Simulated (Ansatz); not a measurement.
Two isomers of C3H10OSi: A = `CCOC[SiH3]`, B = `OCCC[SiH3]`.

Program: Ansatz. Geometries: PBE0-D4/def2-TZVP. ΔE: electronic, gas phase. CCSD(T)/CBS is the MP2 limit (def2-TZVPP, def2-QZVPP) plus CCSD(T) − MP2 in def2-TZVPP, frozen cores. DFT in def2-TZVPP. B3LYP here is the variant with VWN-RPA as its local correlation; programs differ in this. Each species was taken in one conformer, which may not be the lowest.

Problem. Which isomer does CCSD(T)/CBS put lower? Give the gap. (Estimate.)

Solution. Ansatz gave: B, by 12.0 kcal/mol.

Problem. Give E(B) − E(A) in kcal/mol with CCSD(T)/def2-TZVPP, PBE-D4, HF/def2-TZVPP, PBE0-D4, ωB97M-V, B3LYP-D4, MP2/def2-TZVPP. (An estimate is asked.)

Solution. The calculation gave: CCSD(T)/def2-TZVPP -11.5, PBE-D4 -10.6, HF/def2-TZVPP -9.1, PBE0-D4 -11.5, ωB97M-V -11.3, B3LYP-D4 -9.8, MP2/def2-TZVPP -12.7. None reverses the order clearly.

Largest T1 diagnostic: 0.011.

The D4 term adds −1.0 kcal/mol with B3LYP and −0.5 kcal/mol with PBE0; it sums over pairs of atoms, weighted by their polarisabilities, and B3LYP, whose exchange is more repulsive, gets the larger term. In def2-TZVPP, CCSD(T) changes the Hartree–Fock value by −2.4 kcal/mol (the triples alone add −0.0 kcal/mol) and MP2 by −3.7 kcal/mol.
